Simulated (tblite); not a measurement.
C4H4BrN3.
Bonds: C1–C2, C2–N3 (aromatic), N3–C4 (aromatic), C4–N5 (aromatic), N5–N6 (aromatic), N6–C7 (aromatic), C7–Br8, C2–C7 (aromatic). Hydrogens: H9, H10, H11 on C1; H12 on C4.

Computed with GFN2-xTB (tblite), gas phase: L-BFGS steps from a force-field or distance-geometry start until the largest atomic force falls under 0.01 eV/Å.

Step 28: E = -637.1682 eV
```
atom  x, y, z in Å  |  force x, y, z in eV/Å
C1     -1.6779   -0.6180    0.1360    0.005   0.011  -0.002
C2     -0.2765   -0.1457    0.0292    0.006  -0.010  -0.012
N3      0.6901   -1.0473    0.0234    0.017  -0.001   0.006
C4      1.9402   -0.6117   -0.0792   -0.001   0.002   0.001
N5      2.3066    0.6486   -0.1661    0.018   0.011  -0.001
N6      1.3761    1.5603   -0.1640    0.001  -0.020  -0.006
C7      0.1163    1.2057   -0.0777   -0.005   0.010   0.006
Br8    -1.1308    2.6311   -0.0998    0.006  -0.017  -0.003
H9     -2.3650    0.2055    0.3053   -0.019   0.003   0.010
H10    -1.9494   -1.1298   -0.7868   -0.016   0.007  -0.001
H11    -1.7521   -1.3434    0.9432   -0.005  -0.009  -0.004
H12     2.7237   -1.3559   -0.0895   -0.008   0.012   0.004
```

Step 29: E = -637.1683 eV
```
atom  x, y, z in Å  |  force x, y, z in eV/Å
C1     -1.6775   -0.6183    0.1364    0.001   0.014   0.002
C2     -0.2764   -0.1458    0.0314    0.006  -0.011  -0.032
N3      0.6902   -1.0473    0.0253    0.018  -0.001   0.009
C4      1.9401   -0.6116   -0.0787    0.002   0.002   0.008
N5      2.3063    0.6488   -0.1668    0.018   0.008  -0.004
N6      1.3756    1.5602   -0.1659    0.003  -0.019  -0.006
C7      0.1159    1.2055   -0.0786   -0.001   0.009   0.014
Br8    -1.1311    2.6307   -0.1020    0.003  -0.016  -0.003
H9     -2.3634    0.2050    0.3100   -0.027   0.006   0.010
H10    -1.9499   -1.1247   -0.7894   -0.014   0.008   0.006
H11    -1.7518   -1.3470    0.9405   -0.006  -0.015  -0.006
H12     2.7233   -1.3561   -0.0881   -0.005   0.014   0.002
```

Step 30: E = -637.1684 eV
```
atom  x, y, z in Å  |  force x, y, z in eV/Å
C1     -1.6770   -0.6186    0.1370   -0.008   0.015   0.006
C2     -0.2759   -0.1462    0.0343    0.003  -0.008  -0.053
N3      0.6908   -1.0474    0.0284    0.013  -0.001   0.011
C4      1.9401   -0.6113   -0.0778    0.009   0.004   0.018
N5      2.3061    0.6490   -0.1682    0.014   0.001  -0.009
N6      1.3748    1.5598   -0.1689    0.007  -0.008  -0.004
C7      0.1153    1.2051   -0.0799    0.008   0.001   0.020
Br8    -1.1318    2.6296   -0.1056   -0.001  -0.012  -0.004
H9     -2.3612    0.2045    0.3177   -0.033   0.008   0.010
H10    -1.9511   -1.1164   -0.7933   -0.011   0.008   0.018
H11    -1.7516   -1.3529    0.9360   -0.006  -0.018  -0.013
H12     2.7228   -1.3561   -0.0858    0.005   0.011  -0.001
```

**Question.** Estimate the geometry and energy of step 31. (The exact step hangs on the optimiser's Hessian estimate; all steps are aligned on step 30, rigid shifts and turns removed.)

**Answer.** E = -637.1686 eV, largest force 0.070 eV/Å
```
atom  x, y, z in Å  |  force x, y, z in eV/Å
C1     -1.6763   -0.6187    0.1382   -0.023   0.012   0.011
C2     -0.2752   -0.1469    0.0381   -0.004  -0.002  -0.070
N3      0.6919   -1.0474    0.0336    0.002   0.000   0.012
C4      1.9404   -0.6107   -0.0759    0.019   0.006   0.029
N5      2.3060    0.6495   -0.1705    0.003  -0.011  -0.017
N6      1.3737    1.5590   -0.1741    0.013   0.012   0.001
C7      0.1145    1.2044   -0.0817    0.022  -0.013   0.021
Br8    -1.1330    2.6275   -0.1115   -0.008  -0.004  -0.004
H9     -2.3582    0.2037    0.3307   -0.034   0.005   0.010
H10    -1.9535   -1.1023   -0.7993   -0.009   0.009   0.036
H11    -1.7512   -1.3629    0.9282   -0.004  -0.018  -0.026
H12     2.7220   -1.3559   -0.0818    0.025   0.005  -0.003
```

The energy changes by -0.0002 eV. The first-order estimate −F·Δx gives -0.0003 eV and the mean of the old and new forces, exact on a quadratic surface, -0.0002 eV. The step makes an angle of 83° with the force vector and moves no atom by more than 0.016 Å.

The cost below is that of the whole relaxation. Hardware: one thread of an Intel Xeon Platinum 8259CL at 2.50 GHz, shared host. Cost: 0.76 s.
